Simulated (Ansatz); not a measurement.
Coupled-cluster diagnostics for the cluster ZrO₂⁻, Ansatz.

Geometry of the doublet (PBE-D4/def2-TZVPD):

Cartesian coordinates in Å:
```
Zr -0.946 -0.177 0.759
O 0.894 -0.346 0.044
O 0.052 0.523 -0.802
```

In the def2 sets Zr takes a core potential; there is no spin–orbit coupling. Correlated methods freeze 2 core orbitals; core or outer-core shells of Zr are correlated, in sets that lack core-valence functions. In CCSD on the charge -1 doublet the largest single amplitude is 0.22, so its Hartree–Fock determinant may place the open shell otherwise than the density functionals do. The structure holds 1 bond(s) between oxygen atoms. No other spin state of charge -1 was run. Another isomer (doublet) lies 4.62 eV lower at PBE0-D4/def2-TZVPD; other spin states weren't run for this one.

Problem. Estimate the CCSD(T) correlation energy, the shares of MP2 and (T), T1 and the reference's ⟨S²⟩ for: charge -1, doublet, own geometry in def2-TZVPPD; and the rough time on 4 threads of Arm Neoverse N1 on a shared host.

Solution. 
```csv
state,basis,correlation (eV),MP2 share (%),(T) share (%),T1,⟨S²⟩ (pure),wall time,remarks
"charge -1, doublet, own geometry",def2-TZVPPD,-22.939,93.9,5.3,0.065,1.44 (0.75),1.8 min,"large T1 (0.065), spin-contaminated (⟨S²⟩ 1.44)"
```
Customary marks for T1 are 0.02 (closed shells), 0.045 (open shells) and about 0.05 (3d metals). T1 exceeds 0.02 in 1 of 1 rows and 0.045 in 1; the higher it lies, the less the single-reference result can be trusted.
